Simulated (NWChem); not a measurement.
GeH cation, singlet

```xyz
2

Ge     0.0000     0.0000    -0.0371
H      0.0000     0.0000     1.5688
```
Atoms are numbered in this order, from 1.

Results from NWChem. Low-valent species are run as closed-shell singlets; no triplet was tried in these runs. Geometry: optimised at B3LYP/6-31G* (spherical d). Level: PBE0/def2-SVPD; the question gives the wavelength of the field.

Predict the results for field 1065 nm. Quantities: isotropic polarisability (bohr³); anisotropy (bohr³).

The isotropic polarisability (bohr³) comes out as 22.1 and the anisotropy (bohr³) is 7.6.
